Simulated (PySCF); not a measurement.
[Pm(H2O)2]3+: from a saddle point downhill

PySCF 2.14.0, RKS PBE, Pm lcecp-1-SVP with ECP50, O def2-SVP, H def2-SVP; non-relativistic Hamiltonian with scalar-relativistic core potentials where named; density fitting; no spin-orbit coupling. Relaxed within the symmetry of its start, the geometry (D2d) is

```xyz
7

Pm    0.0000    0.0000    0.0000
O     0.0000    0.0000    2.3314
H     0.5505    0.5505    2.9639
H    -0.5505   -0.5505    2.9639
O     0.0000    0.0000   -2.3314
H     0.5505   -0.5505   -2.9639
H    -0.5505    0.5505   -2.9639
```

and its lowest harmonic modes are -65, -65, 173, 395, 398, 615 cm⁻¹ (negative: unstable). It was moved along the lowest mode and relaxed again.

Task: Where does it end, and how much lower?

Result: In C1, 0.230 eV lower, after 31 steps:
```xyz
7

Pm   -0.2078   -1.0868   -0.0074
O    -0.0274    0.1678    1.8995
H     0.2504    1.1254    2.0141
H    -0.2053   -0.1220    2.8449
O     0.0895    0.1708   -1.8985
H     0.4472   -0.1253   -2.7898
H    -0.1286    1.1367   -2.0628
```

Task: How do the contacts change?

Result: 
```json
{"contact": "Pm1–O2 (H2O)", "saddle (Å)": "2.331", "end (Å)": "2.290"}
{"contact": "Pm1–O5 (H2O)", "saddle (Å)": "2.331", "end (Å)": "2.290"}
```


Task: Is the end a minimum?

Result: Yes, as far as the noise of the softest modes lets one tell (those above −25 cm⁻¹ count as noise); lowest modes 21, 81, 105, 414, 419, 617 cm⁻¹.

An lcecp potential fixes the number of 4f electrons, so in runs with it no electron can move into or out of that shell.

State: singlet in the valence, with the 4f electrons in the core potential.
